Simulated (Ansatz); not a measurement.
`CN[SiH2][AlH2]` + H–F → `F[SiH2][AlH2]` + CH₃NH₂  (ligand exchange at the Si–N bond)

Calculated with Ansatz (gas phase, PBE0-D4/def2-TZVP geometries, no zero-point term in ΔE). CCSD(T)/CBS is the MP2 limit (def2-TZVPP, def2-QZVPP) plus CCSD(T) − MP2 in def2-TZVPP, frozen cores. This one scheme is used for every species. Functionals use def2-TZVPP. B3LYP here is the variant with VWN-RPA as its local correlation; programs differ in this. Each species was taken in one conformer, which may not be the lowest.

```
             level  ΔE (kJ/mol)  difference from CCSD(T)/CBS
            PBE-D4        -78.1                          4.3
         r2SCAN-D4        -86.9                         -4.5
           PBE0-D4        -78.7                          3.7
          B3LYP-D4        -86.6                         -4.2
           ωB97X-V        -88.5                         -6.1
           ωB97M-V        -86.6                         -4.2
            B2PLYP        -92.1                         -9.7
               PBE        -85.0                         -2.6
            r2SCAN        -88.9                         -6.5
    MP2/def2-TZVPP        -79.5                          2.9
SCS-MP2/def2-TZVPP        -86.5                         -4.1
CCSD(T)/def2-TZVPP        -82.5                         -0.1
    MP2/def2-QZVPP        -80.0                          2.4
      HF/CBS(def2)       -108.4                        -26.0
     MP2/CBS(def2)        -79.4                          3.0
    CCSD/CBS(def2)        -86.1                         -3.7
       CCSD(T)/CBS        -82.4                            0
```

Largest T1 diagnostic among the species: 0.012.

The D4 term adds +10.9 kJ/mol with B3LYP and +6.2 kJ/mol with PBE0; it sums over pairs of atoms, weighted by their polarisabilities, and B3LYP, whose exchange is more repulsive, gets the larger term. In def2-TZVPP, CCSD(T) changes the Hartree–Fock value by +24.1 kJ/mol (the triples alone add +3.7 kJ/mol) and MP2 by +27.1 kJ/mol.
